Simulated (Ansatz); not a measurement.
Computed with Ansatz on PBE0-D4/def2-TZVP structures; ΔE is electronic, products minus reactants. CCSD(T)/CBS adds triple-zeta CCSD(T) − MP2 to the extrapolated MP2 energy (def2 sets, frozen cores). This one scheme is used for every species. Functionals use def2-TZVPP. Each species was taken in one conformer, which may not be the lowest.

`[BH2][Al]([CH3])[CH3]` + `N=CCl` → `B/N=C\Cl` + `[CH3][AlH][CH3]`  (cleavage of the B–Al bond)

```
    level  ΔE (eV)
r2SCAN-D4    -1.72
  LC-ωPBE    -1.59
```

Task: What does CCSD(T)/CBS give? (Estimate.)

Result: The calculation gave: -1.54 eV. The listed levels differ from it by -0.18, -0.05 eV.

Largest T1 diagnostic among the species: 0.014.

From PBE to PBE0 (25 % exact exchange), in def2-TZVPP and without D4, ΔE moves by +0.07 eV. In def2-TZVPP, CCSD(T) changes the Hartree–Fock value by −0.04 eV (the triples alone add −0.03 eV) and MP2 by −0.15 eV.
